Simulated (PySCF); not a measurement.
BeFI, SMILES [I][Be][F]. Atoms are numbered in the order given.

```xyz
3

Be     0.0000     0.0000    -1.5592
F      0.0000     0.0000    -2.9421
I      0.0000     0.0000     0.6173
```

Coordinates come from a PBE-D3(BJ)/def2-TZVP optimisation. The def2 effective core potentials stand for the cores of I; spin–orbit coupling is left out.

Computed with PySCF with CAM-B3LYP/def2-TZVPD.

Mulliken values depend strongly on the basis, most of all with diffuse functions as here. ESP charges are fitted to the potential on shells at 1.4 to 2.0 van der Waals radii. Atomic charges (e):

```
atom  Mulliken  ESP fit
----  --------  -------
Be1       0.05        …
F2       -0.02        …
I3       -0.03        …
```

Question: What belongs in the gaps? (An estimate is asked for; the answer gives what the named calculation found.)

Answer: 
- Be1, ESP fit: 0.58
- F2, ESP fit: -0.37
- I3, ESP fit: -0.21
